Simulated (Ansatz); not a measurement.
Frontier orbitals of Cl$_{3}$H$_{3}$OSiSn, SMILES `[SiH3][O][Sn]([Cl])([Cl])[Cl]`.

The species carries charge 0 and has multiplicity 1. Correlated methods include outer-core shells of Sn, which these sets cover unevenly. Sn takes the def2 core potential. The geometry is a stationary point of PBE0-D4/def2-TZVP. It is one conformer, not always the lowest. Basis def2-TZVPP, the Gaussian-basis code of Ansatz.

```
functional  HOMO (eV)  LUMO (eV)  gap (eV)
       PBE      -7.69      -3.81      3.88
    revPBE      -7.65      -3.70      3.95
    B97M-V      -8.17      -3.55      4.62
      PBE0      -9.16      -2.90      6.26
     B3LYP      -8.94      -3.19      5.75
 CAM-B3LYP     -10.59      -1.87      8.72
   LC-ωPBE     -11.97      -0.62     11.35
   ωB97M-V     -11.46      -0.84     10.62
```

Against PBE, PBE0 changes HOMO and LUMO by −1.46 and +0.92 eV, ωB97M-V by −3.76 and +2.97 eV. A gap of 3.88 eV thus becomes 10.62 eV for the same molecule, so an orbital gap means little without its functional.

B3LYP here is the variant with VWN-RPA as its local correlation; programs differ in this. LC-ωPBE has ω = 0.4 bohr⁻¹.
